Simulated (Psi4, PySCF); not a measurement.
Input for PySCF:
```python
from pyscf import gto, scf, dft

mol = gto.Mole()
mol.atom = '''
    C     0.000000   -0.000000    0.000000
    H    -0.028276    1.067041   -0.007283
    H     0.938235   -0.509006    0.007484
    H    -0.909960   -0.558035   -0.000202
'''
mol.basis = '6-31g**'
mol.charge = 0
mol.spin = 1
mol.verbose = 4
mol.build()

mf = dft.UKS(mol)
mf.xc = 'b3lyp5'
mf.grids.atom_grid = (99, 590)
mf.grids.prune = None
mf.kernel()
```

Q: Write the same job for Psi4.

A: Several could match; the one computed here: 
```
memory 2 GB

molecule {
0 2
C     0.00000000   -0.00000000    0.00000000
H    -0.02827582    1.06704109   -0.00728260
H     0.93823542   -0.50900640    0.00748446
H    -0.90995960   -0.55803469   -0.00020186
}

set {
  basis 6-31g**
  reference uks
  scf_type pk
  puream true
  d_convergence 1e-8
  dft_radial_points 99
  dft_spherical_points 590
}

energy('b3lyp5')
print_variables()
```

Both were run: PySCF gave -39.809289 Eh and Psi4 -39.809289 Eh, 0.000 mEh apart.
